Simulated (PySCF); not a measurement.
F2H5NSi2. Atoms are numbered in the order given.

```xyz
10

Si     0.5336    -1.4658    -0.0898
F     -0.6600    -2.5908    -0.1303
N      0.0000     0.0000     0.6812
Si    -0.5336     1.4658    -0.0898
F      0.6600     2.5908    -0.1303
H      1.6533    -2.0744     0.6955
H      0.8919    -1.1317    -1.5025
H      0.0000     0.0000     1.7072
H     -1.6533     2.0744     0.6955
H     -0.8919     1.1317    -1.5025
```
Charge 0, spin multiplicity 1.

The structure is a stationary point at PBE-D3(BJ)/def2-SVP. This is a generated structure with no PubChem entry under its InChIKey; it may be hypothetical. The values are those of a single conformer.

Method: PBE0/pcSseg-1 in PySCF.

GIAO shieldings, no solvent; atoms listed in one row are averaged. δ = σ(ref) − σ: ²⁹Si against TMS (σ = 352.7 ppm); ¹⁹F against CFCl3 (σ = 167.2 ppm); ¹⁵N against NH3 (σ = 267.4 ppm); ¹H against TMS (σ = 31.56 ppm), references at their B3LYP-D3(BJ)/def2-TZVP geometries, non-relativistic.

**Question.** Estimate the chemical shifts. (The exact figures need the calculation; the answer reports its results.)

**Answer.** 
```
nucleus     atoms  count  δ (ppm)
-------  --------  -----  -------
²⁹Si     Si1, Si4      2    -17.1
¹⁹F        F2, F5      2   -164.5
¹⁵N            N3      1     74.5
¹H         H6, H9      2     5.47
¹H        H7, H10      2     5.31
¹H             H8      1     3.07
```
